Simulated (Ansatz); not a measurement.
Input for Ansatz (a first-principles code): R-wB97M-V/def2-TZVPP on CH4O2Sn (SMILES C[O][Sn][OH]), a point of a torsion scan. Elements past Kr take the def2 small-core potentials; no spin–orbit coupling.

Ansatz 0.2 input:
```yaml
crystal:
  periodic: [false, false, false]
  atoms:
    - {symbol: C, position_ang: [-1.25010753, 0.09029276, -0.36189912]}
    - {symbol: O, position_ang: [-0.49973514, 0.79391415, 0.59025752]}
    - {symbol: Sn, position_ang: [0.96280769, 0.69795364, 1.99973867]}
    - {symbol: O, position_ang: [1.52031416, -1.26174172, 1.95702152]}
    - {symbol: H, position_ang: [-2.31107715, 0.15079412, -0.10571424]}
    - {symbol: H, position_ang: [-0.96124253, -0.96407090, -0.41220971]}
    - {symbol: H, position_ang: [-1.10176304, 0.54132139, -1.34655861]}
    - {symbol: H, position_ang: [1.17324026, -1.96127423, 1.40617374]}
basis:
  gaussian:
    orbitals: def2-TZVPP
hamiltonian:
  xc: {name: wB97M-V}
scf: {lower_state_search: off}
```

The log:

```
WARN ansatz: RAYON_NUM_THREADS=1 ignored (pool sized by the plan → 1); use --threads N
Functional definition: wB97M-V
these checks for a lower state are left out or cut short: stability, starts, cluster_reference, orbital_swaps, neighbouring_geometries, increment
integrals: 0.14 GiB planned
1150 factors; their error is unknown
integrals: 0.18 GiB planned
264 factors; integrals over basis functions are off by at most 9.2e-6 eV
mean field: 1.19 GiB planned
mean field evaluation 1: about -11018.0387 eV, gradient 7.3e1 eV
mean field evaluation 2: about -11007.6503 eV, gradient 1.1e2 eV
mean field evaluation 4: about -11027.8637 eV, gradient 3.2e0 eV
mean field evaluation 8: about -11027.8914 eV, gradient 1.3e-1 eV
mean field evaluation 16: about -11027.9355 eV, gradient 2.9e-4 eV
mean field -11027.93552910 eV, -405.2691556913 hartree, gradient 7.7e-6 eV, S^2 0.000000; 0 other end points of the search recorded, 0 dependent functions left out
reference -11027.93558244 eV, -405.2691576514 hartree; 24, 24 occupied and 175, 175 virtual orbitals, 1150 factors
Total energy: -11027.93558244 eV, -405.2691576514 hartree
Checks for a lower state left out: stability, starts, cluster_reference, orbital_swaps, neighbouring_geometries, increment
```

The calculation finished and met its thresholds.

Cost: around 11 core-seconds (rough).
